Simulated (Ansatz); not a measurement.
Ansatz (a first-principles code) input (B3LYP-D3(BJ)/def2-TZVP):

Ansatz 0.2 input:
```yaml
crystal:
  periodic: [false, false, false]
  atoms:
    - {symbol: C, position_ang: [2.14677623, -0.56375328, -0.39772360]}
    - {symbol: C, position_ang: [1.13048717, 0.53082867, -0.81557288]}
    - {symbol: C, position_ang: [0.17357427, 0.92555951, 0.26052160]}
    - {symbol: C, position_ang: [-1.02396843, 0.28286952, 0.54269483]}
    - {symbol: C, position_ang: [-1.80011666, 0.49544740, 1.65721426]}
    - {symbol: C, position_ang: [-1.56397737, -0.70361751, -0.47716647]}
    - {symbol: H, position_ang: [2.73429074, -0.21957112, 0.45288222]}
    - {symbol: H, position_ang: [2.83350711, -0.81879994, -1.21259299]}
    - {symbol: H, position_ang: [1.61636565, -1.46504821, -0.09608382]}
    - {symbol: H, position_ang: [0.59919190, 0.16215118, -1.70124560]}
    - {symbol: H, position_ang: [1.72079904, 1.40491362, -1.13921033]}
    - {symbol: H, position_ang: [0.59259139, 1.57024999, 1.02981861]}
    - {symbol: H, position_ang: [-2.79038654, 0.06865707, 1.76067196]}
    - {symbol: H, position_ang: [-1.50841214, 1.20372531, 2.42145566]}
    - {symbol: H, position_ang: [-2.53557632, -1.08838999, -0.16224096]}
    - {symbol: H, position_ang: [-0.89179540, -1.55660291, -0.60498171]}
    - {symbol: H, position_ang: [-1.69025815, -0.23284234, -1.45632825]}
basis:
  gaussian:
    orbitals: def2-TZVP
hamiltonian:
  xc: b3lyp
  dispersion: d3bj
total_charge: -1
relax: {f_tol: 0.002, max_steps: 150}
```

Output:

```
Functional definition: B3LYP
integrals: 0.19 GiB planned
1564 factors; their error is unknown
0.36 GiB of the device are held for the grids
1.49 GiB of device memory are held for the factors and their scratch space
mean field: 1.50 GiB planned
mean field evaluation 1: about -6390.1622 eV, gradient 7.2e1 eV
mean field evaluation 2: about -6358.3210 eV, gradient 1.1e2 eV
mean field evaluation 4: about -6402.8638 eV, gradient 7.9e0 eV
mean field evaluation 8: about -6403.0336 eV, gradient 3.9e-1 eV
mean field evaluation 16: about -6403.0041 eV, gradient 9.1e-3 eV
mean field -6403.00413653 eV, -235.3060619055 hartree, gradient 2.7e-5 eV, S^2 0.000000; 0 other end points of the search recorded, 0 dependent functions left out
the calculation of the forces begins
reference -6403.00445087 eV, -235.3060734573 hartree; 24, 24 occupied and 228, 228 virtual orbitals, 1564 factors
relax step   1: F+E_penalty+E_count = -6403.62518876 eV  Δ(F+E_penalty+E_count) = +0.000e0 eV  max|allowed force component| = 6.262e-1 eV/Å  Δτ_max = 0.0000 Å  (33 SCF iters, accepted)
these checks for a lower state are left out or cut short: starts, cluster_reference, orbital_swaps, neighbouring_geometries, increment
integrals: 0.19 GiB planned
1564 factors; their error is unknown
0.36 GiB of the device are held for the grids
1.48 GiB of device memory are held for the factors and their scratch space
mean field: 1.49 GiB planned
mean field -6403.03224738 eV, -235.3070949601 hartree, gradient 2.1e-5 eV, S^2 0.000000; 0 other end points of the search recorded, 0 dependent functions left out
the calculation of the forces begins
reference -6403.03256350 eV, -235.3071065772 hartree; 24, 24 occupied and 228, 228 virtual orbitals, 1564 factors
relax step   2: F+E_penalty+E_count = -6403.64886479 eV  Δ(F+E_penalty+E_count) = -2.368e-2 eV  max|allowed force component| = 2.438e-1 eV/Å  Δτ_max = 0.0526 Å  (32 SCF iters, accepted)
these checks for a lower state are left out or cut short: starts, cluster_reference, orbital_swaps, neighbouring_geometries, increment
integrals: 0.19 GiB planned
1564 factors; their error is unknown
0.36 GiB of the device are held for the grids
1.48 GiB of device memory are held for the factors and their scratch space
mean field: 1.49 GiB planned
mean field evaluation 32: about -6403.0372 eV, gradient 4.9e-4 eV
mean field -6403.03718195 eV, -235.3072763020 hartree, gradient 2.2e-5 eV, S^2 0.000000; 0 other end points of the search recorded, 0 dependent functions left out
the calculation of the forces begins
reference -6403.03749813 eV, -235.3072879218 hartree; 24, 24 occupied and 228, 228 virtual orbitals, 1564 factors
relax step   3: F+E_penalty+E_count = -6403.65295620 eV  Δ(F+E_penalty+E_count) = -4.091e-3 eV  max|allowed force component| = 9.723e-2 eV/Å  Δτ_max = 0.0340 Å  (33 SCF iters, accepted)
these checks for a lower state are left out or cut short: starts, cluster_reference, orbital_swaps, neighbouring_geometries, increment
integrals: 0.19 GiB planned
1564 factors; their error is unknown
0.36 GiB of the device are held for the grids
1.48 GiB of device memory are held for the factors and their scratch space
mean field: 1.49 GiB planned
mean field -6403.03789911 eV, -235.3073026575 hartree, gradient 2.2e-5 eV, S^2 0.000000; 0 other end points of the search recorded, 0 dependent functions left out
the calculation of the forces begins
reference -6403.03821513 eV, -235.3073142708 hartree; 24, 24 occupied and 228, 228 virtual orbitals, 1564 factors
relax step   4: F+E_penalty+E_count = -6403.65389107 eV  Δ(F+E_penalty+E_count) = -9.349e-4 eV  max|allowed force component| = 3.360e-2 eV/Å  Δτ_max = 0.0146 Å  (32 SCF iters, accepted)
these checks for a lower state are left out or cut short: starts, cluster_reference, orbital_swaps, neighbouring_geometries, increment
integrals: 0.19 GiB planned
1564 factors; their error is unknown
0.36 GiB of the device are held for the grids
1.48 GiB of device memory are held for the factors and their scratch space
mean field: 1.49 GiB planned
mean field -6403.03875695 eV, -235.3073341825 hartree, gradient 2.2e-5 eV, S^2 0.000000; 0 other end points of the search recorded, 0 dependent functions left out
the calculation of the forces begins
reference -6403.03907277 eV, -235.3073457887 hartree; 24, 24 occupied and 228, 228 virtual orbitals, 1564 factors
relax step   5: F+E_penalty+E_count = -6403.65464657 eV  Δ(F+E_penalty+E_count) = -7.555e-4 eV  max|allowed force component| = 2.573e-2 eV/Å  Δτ_max = 0.0257 Å  (32 SCF iters, accepted)
these checks for a lower state are left out or cut short: starts, cluster_reference, orbital_swaps, neighbouring_geometries, increment
integrals: 0.19 GiB planned
1564 factors; their error is unknown
0.36 GiB of the device are held for the grids
1.48 GiB of device memory are held for the factors and their scratch space
mean field: 1.49 GiB planned
mean field -6403.03955055 eV, -235.3073633465 hartree, gradient 2.2e-5 eV, S^2 0.000000; 0 other end points of the search recorded, 0 dependent functions left out
the calculation of the forces begins
reference -6403.03986632 eV, -235.3073749508 hartree; 24, 24 occupied and 228, 228 virtual orbitals, 1564 factors
relax step   6: F+E_penalty+E_count = -6403.65497825 eV  Δ(F+E_penalty+E_count) = -3.317e-4 eV  max|allowed force component| = 2.607e-2 eV/Å  Δτ_max = 0.0200 Å  (33 SCF iters, accepted)
these checks for a lower state are left out or cut short: starts, cluster_reference, orbital_swaps, neighbouring_geometries, increment
integrals: 0.19 GiB planned
1564 factors; their error is unknown
0.36 GiB of the device are held for the grids
1.48 GiB of device memory are held for the factors and their scratch space
mean field: 1.49 GiB planned
mean field evaluation 64: about -6402.0500 eV, gradient 1.9e-5 eV
mean field -6402.05000076 eV, -235.2709980624 hartree, gradient 1.9e-5 eV, S^2 0.000000; 0 other end points of the search recorded, 0 dependent functions left out
the calculation of the forces begins
reference -6402.05031662 eV, -235.2710096703 hartree; 24, 24 occupied and 228, 228 virtual orbitals, 1564 factors
relax step   7: F+E_penalty+E_count = -6402.66570038 eV  Δ(F+E_penalty+E_count) = +9.893e-1 eV  max|allowed force component| = 4.381e0 eV/Å  Δτ_max = 0.1232 Å  (37 SCF iters, rejected (line search))
these checks for a lower state are left out or cut short: starts, cluster_reference, orbital_swaps, neighbouring_geometries, increment
integrals: 0.19 GiB planned
1564 factors; their error is unknown
0.36 GiB of the device are held for the grids
1.48 GiB of device memory are held for the factors and their scratch space
mean field: 1.49 GiB planned
mean field -6403.04061227 eV, -235.3074023640 hartree, gradient 2.2e-5 eV, S^2 0.000000; 0 other end points of the search recorded, 0 dependent functions left out
the calculation of the forces begins
reference -6403.04092826 eV, -235.3074139767 hartree; 24, 24 occupied and 228, 228 virtual orbitals, 1564 factors
relax step   8: F+E_penalty+E_count = -6403.65519255 eV  Δ(F+E_penalty+E_count) = -2.143e-4 eV  max|allowed force component| = 9.287e-3 eV/Å  Δτ_max = 0.0155 Å  (32 SCF iters, accepted)
these checks for a lower state are left out or cut short: starts, cluster_reference, orbital_swaps, neighbouring_geometries, increment
integrals: 0.19 GiB planned
1564 factors; their error is unknown
0.36 GiB of the device are held for the grids
1.48 GiB of device memory are held for the factors and their scratch space
mean field: 1.49 GiB planned
mean field -6403.04073055 eV, -235.3074067108 hartree, gradient 2.2e-5 eV, S^2 0.000000; 0 other end points of the search recorded, 0 dependent functions left out
the calculation of the forces begins
reference -6403.04104650 eV, -235.3074183218 hartree; 24, 24 occupied and 228, 228 virtual orbitals, 1564 factors
relax step   9: F+E_penalty+E_count = -6403.65526685 eV  Δ(F+E_penalty+E_count) = -7.430e-5 eV  max|allowed force component| = 1.209e-2 eV/Å  Δτ_max = 0.0116 Å  (32 SCF iters, accepted)
these checks for a lower state are left out or cut short: starts, cluster_reference, orbital_swaps, neighbouring_geometries, increment
integrals: 0.19 GiB planned
1564 factors; their error is unknown
0.36 GiB of the device are held for the grids
1.48 GiB of device memory are held for the factors and their scratch space
mean field: 1.49 GiB planned
mean field -6403.04079617 eV, -235.3074091223 hartree, gradient 2.2e-5 eV, S^2 0.000000; 0 other end points of the search recorded, 0 dependent functions left out
the calculation of the forces begins
reference -6403.04111216 eV, -235.3074207348 hartree; 24, 24 occupied and 228, 228 virtual orbitals, 1564 factors
relax step  10: F+E_penalty+E_count = -6403.65523669 eV  Δ(F+E_penalty+E_count) = +3.016e-5 eV  max|allowed force component| = 2.021e-2 eV/Å  Δτ_max = 0.0039 Å  (34 SCF iters, rejected (line search))
these checks for a lower state are left out or cut short: starts, cluster_reference, orbital_swaps, neighbouring_geometries, increment
integrals: 0.19 GiB planned
1564 factors; their error is unknown
0.36 GiB of the device are held for the grids
1.48 GiB of device memory are held for the factors and their scratch space
mean field: 1.49 GiB planned
mean field -6403.04080274 eV, -235.3074093638 hartree, gradient 2.2e-5 eV, S^2 0.000000; 0 other end points of the search recorded, 0 dependent functions left out
the calculation of the forces begins
reference -6403.04111870 eV, -235.3074209750 hartree; 24, 24 occupied and 228, 228 virtual orbitals, 1564 factors
relax step  11: F+E_penalty+E_count = -6403.65528027 eV  Δ(F+E_penalty+E_count) = -1.342e-5 eV  max|allowed force component| = 1.422e-3 eV/Å  Δτ_max = 0.0019 Å  (34 SCF iters, accepted)
integrals: 0.19 GiB planned
1564 factors; their error is unknown
0.36 GiB of the device are held for the grids
1.48 GiB of device memory are held for the factors and their scratch space
mean field: 1.49 GiB planned
mean field evaluation 96: about -6403.0408 eV, gradient 4.9e-4 eV
mean field -6403.04080274 eV, -235.3074093638 hartree, gradient 2.2e-5 eV, S^2 0.000000; 1 other end points of the search recorded, 0 dependent functions left out
the calculation of the forces begins
reference -6403.04111870 eV, -235.3074209750 hartree; 24, 24 occupied and 228, 228 virtual orbitals, 1564 factors
Total energy: -6403.65559622 eV, -235.3300026076 hartree
Atom 0 at     2.195075    -0.569958    -0.451194 Å, force     0.000041    -0.000850     0.000422 eV/Å
Atom 1 at     1.137110     0.510474    -0.787634 Å, force    -0.000518     0.000660    -0.000727 eV/Å
Atom 2 at     0.207127     0.879134     0.321981 Å, force     0.000323    -0.000338     0.000528 eV/Å
Atom 3 at    -1.038547     0.301723     0.572786 Å, force    -0.000174    -0.000059    -0.000965 eV/Å
Atom 4 at    -1.881950     0.544218     1.651960 Å, force    -0.001422     0.001111     0.001315 eV/Å
Atom 5 at    -1.564359    -0.701024    -0.447026 Å, force     0.001024    -0.000270    -0.000031 eV/Å
Atom 6 at     2.801092    -0.250473     0.401859 Å, force     0.000314     0.000016     0.000031 eV/Å
Atom 7 at     2.872164    -0.773432    -1.298019 Å, force    -0.000133     0.000227     0.000022 eV/Å
Atom 8 at     1.705710    -1.505578    -0.167490 Å, force     0.000062    -0.000307     0.000271 eV/Å
Atom 9 at     0.584742     0.156193    -1.668572 Å, force    -0.000217    -0.000140    -0.000248 eV/Å
Atom 10 at     1.695345     1.395759    -1.137650 Å, force     0.000010     0.000410    -0.000070 eV/Å
Atom 11 at     0.595279     1.584252     1.055404 Å, force     0.000139    -0.000161     0.000282 eV/Å
Atom 12 at    -2.852276     0.068785     1.723630 Å, force     0.000153     0.000025    -0.000401 eV/Å
Atom 13 at    -1.609986     1.242872     2.437072 Å, force     0.000372     0.000047     0.000213 eV/Å
Atom 14 at    -2.567802    -1.034005    -0.175399 Å, force     0.000327    -0.000165     0.000377 eV/Å
Atom 15 at    -0.922219    -1.586092    -0.517775 Å, force     0.000328    -0.000202    -0.000788 eV/Å
Atom 16 at    -1.613414    -0.267072    -1.451821 Å, force    -0.000629    -0.000004    -0.000231 eV/Å
Dipole moment:     0.427459    -0.341085    -0.571786 e Å
```

It need not be the lowest isomer of its formula. Whether it binds its extra electron was not tested at this geometry.
